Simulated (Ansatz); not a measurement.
Mulliken charges of C2H3GaO (`O[C]1=[CH][GaH]1`) from r2SCAN/def2-TZVPP in Ansatz (PBE0-D4/def2-TZVP geometry).

| atom | x (Å) | y (Å) | z (Å) | charge (e) |
| --- | --- | --- | --- | --- |
| O1 | -1.628 | 0.777 | -0.131 | -0.290 |
| C2 | -0.423 | 0.194 | -0.065 | 0.048 |
| C3 | 0.352 | -0.021 | 1.032 | -0.236 |
| Ga4 | 1.215 | -0.678 | -0.502 | 0.113 |
| H5 | -1.918 | 0.780 | -1.047 | 0.230 |
| H6 | 0.206 | 0.210 | 2.084 | 0.078 |
| H7 | 2.257 | -1.329 | -1.417 | 0.057 |

Task: By hand: the dipole of these point charges (1 e Å = 4.8032 D).

Result: Σ q r = (0.210, -0.168, -0.424) e Å, of length 0.502 e Å = 2.41 D.

Task: How does the dipole of the full density compare? (Best estimate.)

Result: Computed: (0.048, -0.078, -0.360) e Å, 1.78 D; the point charges give 1.35 times that, at 19° from its direction.

Point charges leave out the atoms' own dipoles, such as those of lone pairs, and Mulliken's split depends on the basis, so the two needn't agree.
